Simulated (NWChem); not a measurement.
Molecule: CH₃OS, doublet; SMILES [S](C)=O

Results from NWChem. Pople sets run with spherical d functions. Spin-unrestricted. In the optimisation the excess spin sits in a" (Cs, its own frame). Structure relaxed at the B3LYP/6-31G* (spherical d), spin-unrestricted level. No stability test was run on the SCF state. Total energies compare along this basis series because the functional is fixed.

```json
[
 {"level": "PBE/STO-3G", "basis functions": "22", "energy (Ha)": "-507.0111", "highest occupied level (eV)": "-1.22", "lowest empty minus highest occupied level, either spin (eV)": "1.82", "dipole (D)": "1.42", "<S²>": "0.751", "relative time": "1"},
 {"level": "PBE/3-21G", "basis functions": "37", "energy (Ha)": "-510.3252", "highest occupied level (eV)": "-4.84", "lowest empty minus highest occupied level, either spin (eV)": "1.45", "dipole (D)": "2.54", "<S²>": "0.751", "relative time": "1"},
 {"level": "PBE/6-31G*", "basis functions": "52", "energy (Ha)": "-512.9502", "highest occupied level (eV)": "-5.05", "lowest empty minus highest occupied level, either spin (eV)": "1.33", "dipole (D)": "2.82", "<S²>": "0.752", "relative time": "3"},
 {"level": "PBE/6-31+G*", "basis functions": "64", "energy (Ha)": "-512.9617", "highest occupied level (eV)": "-5.44", "lowest empty minus highest occupied level, either spin (eV)": "1.28", "dipole (D)": "3.18", "<S²>": "0.752", "relative time": "3"},
 {"level": "PBE/6-311G**", "basis functions": "80", "energy (Ha)": "-513.0147", "highest occupied level (eV)": "-5.25", "lowest empty minus highest occupied level, either spin (eV)": "1.32", "dipole (D)": "2.98", "<S²>": "0.752", "relative time": "3"},
 {"level": "PBE/6-311++G**", "basis functions": "95", "energy (Ha)": "-513.0225", "highest occupied level (eV)": "-5.48", "lowest empty minus highest occupied level, either spin (eV)": "1.27", "dipole (D)": "3.21", "<S²>": "0.752", "relative time": "6"}
]
```

Times are rough ratios from one shared machine.
